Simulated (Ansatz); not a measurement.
Z-matrix (Å, degrees):
```
Si
C 1 1.873
S 1 2.751 2 41.7
F 1 1.602 2 116.6 3 157.1
Ge 1 2.352 2 86.7 3 30.6
H 1 1.482 2 110.3 3 -79.7
H 2 1.091 1 115.6 3 114.6
H 2 1.090 1 115.3 3 -116.2
H 5 1.535 1 123.3 2 -130.8
H 5 1.539 1 120.8 2 79.8
```

The species carries charge 0 and has multiplicity 1.

**Question.** List the r2SCAN/def2-TZVPP orbital energies in eV (Ansatz). (Best estimate.)

**Answer.** The calculation gave: Occupied: -10834.57, -2409.24, -1792.21, -1349.68, -1199.76, -1199.72, -1199.71, -666.28, -273.99, -213.62, -167.85, -157.70, -157.62, -157.48, -142.52, -117.62, -117.50, -117.49, -97.43, -97.38, -97.34, -31.36, -30.87, -30.82, -30.80, -30.76, -30.73, -20.54, -16.47, -14.60, -13.28, -11.76, -11.49, -11.10, -10.98, -9.73, -9.05, -8.99, -7.71, -7.02, -6.04. Lowest empty: -1.12, -0.75, -0.46, 0.18, 0.44, 1.45, 1.86, 2.24.
